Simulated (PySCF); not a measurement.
**Question.** What does the PBE0-D3(BJ)/def2-SVP structure of InChI=1S/C4H2BClF2/c6-2-3-1-4(3)5(7)8/h1-2H/b3-2+ look like in three dimensions?

**Answer.** 
Z-matrix in Å and degrees, rows numbered from 1:
```
F 
B   1  1.3145
F   2  1.3156  1  118.12
C   2  1.5428  1  121.47  3  -179.90
C   4  1.3306  2  147.97  1   175.22
C   5  1.4202  4   63.79  2  -179.23
C   6  1.3275  4  152.83  5   179.64
Cl  7  1.7357  6  121.73  4  -179.60
H   5  1.0891  4  147.57  6   179.37
H   7  1.0898  6  123.30  4     0.66
```

The 3-membered ring C4–C5–C6 has internal angles of 55.1° to 63.8°. The 4 C–C bonds span 1.328 Å (C6=C7, drawn double) to 1.455 Å (C4–C6, drawn single), a spread of 0.127 Å. B2 (three-coordinate boron) is planar (angles 121.5°, 120.4° and 118.1°, sum 360.0°, 0.00 Å off the plane of its three neighbours).

Computed, not measured: PySCF, PBE0-D3(BJ)/def2-SVP geometry optimisation, gas phase.

Point group: near Cs, missed by 0.14 Å at most; the miss may be what the optimiser left on a soft mode. Not checked by PBE0-D3(BJ)/def2-SVP frequencies. One conformer, not necessarily the lowest (F1–B2–C4–C5 175°).

The run took 89 s wall on one thread, Intel Xeon Platinum 8259CL at 2.50 GHz (x86_64) (shared host), and the process peaked at 0.52 GiB of memory. These figures are those of the optimisation.
